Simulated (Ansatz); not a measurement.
One change: `C[C](=N)[GeH3]` becomes `CC(=N)BCl`.

Ansatz, PBE0-D4/def2-TZVP geometries, multiplicity 1. Each molecule was computed in one conformer, which needn't be the lowest.

Scalar relativity is left out up to krypton.

```tsv
property	`C[C](=N)[GeH3]`
HOMO energy (PBE/def2-TZVPP) / eV	-5.75
LUMO energy (PBE/def2-TZVPP) / eV	-1.59
HOMO energy (PBE0/def2-TZVPP) / eV	-7.09
HOMO–LUMO gap (PBE0/def2-TZVPP) / eV	6.59
HOMO–LUMO gap (ωB97M-V/def2-TZVPP) / eV	11.05
HOMO energy (B3LYP/def2-TZVPP) / eV	-6.89
```

Question: What does the change do to each property? (Estimate.)

Answer: The calculation gave: 
| property | `CC(=N)BCl` | shift |
| --- | --- | --- |
| HOMO energy (PBE/def2-TZVPP) / eV | -6.16 | -0.41 |
| LUMO energy (PBE/def2-TZVPP) / eV | -3.33 | -1.74 |
| HOMO energy (PBE0/def2-TZVPP) / eV | -7.68 | -0.59 |
| HOMO–LUMO gap (PBE0/def2-TZVPP) / eV | 5.33 | -1.26 |
| HOMO–LUMO gap (ωB97M-V/def2-TZVPP) / eV | 9.82 | -1.23 |
| HOMO energy (B3LYP/def2-TZVPP) / eV | -7.45 | -0.56 |

With PBE0 the HOMO falls by 0.59 eV and the LUMO falls by 1.85 eV, so the gap narrows by about 1.26 eV. PBE moves the HOMO by -0.41 eV and ωB97M-V by -0.69 eV.

B3LYP here is the variant with VWN-RPA as its local correlation; programs differ in this.
